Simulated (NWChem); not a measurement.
System: ZnO; SMILES [O]=[Zn]

```xyz
2

Zn     0.0000     0.0000    -0.3820
O      0.0000     0.0000     1.3120
```
Atoms are numbered in this order, from 1.

Computed with NWChem. Pople sets run with spherical d functions. All runs use the structure optimised with PBE0/def2-SVP. GIAO values for the isolated, static molecule; σ is the absolute isotropic shielding.

For level PBE0/6-31G*:

| Quantity | Result |
|---|---|
| σ Zn1 (ppm) | 3270.8 |
| σ O2 (ppm) | -1714.9 |

Q: Estimate the same quantities for level PBE0/def2-SVP.

A: The σ Zn1 (ppm) is 4098.5 and the σ O2 (ppm) comes out as -3450.8.
